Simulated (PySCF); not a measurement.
Task: Write a Z-matrix for `COCC(F)(F)F` (2,2,2-trifluoroethyl methyl ether) as optimised with PBE0-D3(BJ)/def2-SVP.

Result: 
Z-matrix in Å and degrees, rows numbered from 1:
```
C 
O   1  1.4035
C   2  1.3837  1  115.74
C   3  1.5180  2  113.50  1   -85.71
F   4  1.3371  3  109.60  2  -177.79
F   4  1.3391  3  112.15  2    62.88
F   4  1.3306  3  111.88  2   -57.93
H   1  1.0983  2  107.10  3  -171.92
H   1  1.1029  2  112.71  3    68.54
H   1  1.1070  2  111.31  3   -53.50
H   3  1.1071  2  112.86  1    36.76
H   3  1.1011  2  108.23  1   156.26
```

Of the pairs four or more bonds apart, F6···H9 is among the closest relative to their van der Waals radii: 2.44 Å, 91 % of the sum of Bondi's values.

Method used: PBE0-D3(BJ)/def2-SVP geometry optimisation, gas phase in PySCF.

Point group: C1 (no symmetry element, even within 0.4 Å). PBE0-D3(BJ)/def2-SVP frequencies: not computed here. One conformer, not necessarily the lowest (C1–O2–C3–C4 -86°).
